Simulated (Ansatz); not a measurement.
Coupled-cluster diagnostics for Pt3H2⁺ (the lowest doublet isomer of a short search), Ansatz.

Geometry of the doublet (PBE0-D4/def2-TZVP):

```tsv
atom	x (Å)	y (Å)	z (Å)
Pt1	0.4753	-0.1962	-1.2576
Pt2	0.1019	-0.5162	1.2528
Pt3	-1.0723	1.3233	0.0092
H4	-1.0889	-1.3957	0.9853
H5	1.5839	0.7848	-0.9896
```

In the def2 sets Pt takes a core potential; there is no spin–orbit coupling. Correlated methods freeze no core orbitals; core or outer-core shells of Pt are correlated, in sets that lack core-valence functions. The structure comes from a short search, and lower isomers may exist.

Geometry of the charge 1 quartet (PBE0-D4/def2-TZVP):

Cartesian coordinates in Å:
```
Pt -0.230 -1.504 0.007
Pt 0.018 0.927 0.879
Pt 0.145 0.467 -1.540
H -1.203 1.848 0.654
H 1.271 -1.739 0.000
```

(1) Estimate the CCSD(T) correlation energy, the shares of MP2 and (T), T1 and the reference's ⟨S²⟩ for: charge 1, doublet, own geometry in def2-SVP; charge 1, quartet, own geometry in def2-SVP; and the rough time on 2 threads of Intel Xeon 6975P-C on a shared host.

Answers

(1) 
```tsv
state	basis	correlation (eV)	MP2 share (%)	(T) share (%)	T1	⟨S²⟩ (pure)	wall time	remarks
charge 1, doublet, own geometry	def2-SVP	-28.944	102.6	4.0	0.040	0.99 (0.75)	1.9 min	spin-contaminated
charge 1, quartet, own geometry	def2-SVP	-28.396	102.2	3.7	0.110	3.92 (3.75)	4.8 min	flagged by the program, large T1, spin-contaminated
```
Customary marks for T1 are 0.02 (closed shells), 0.045 (open shells) and about 0.05 (3d metals). T1 exceeds 0.02 in 2 of 2 rows and 0.045 in 1; the higher it lies, the less the single-reference result can be trusted.
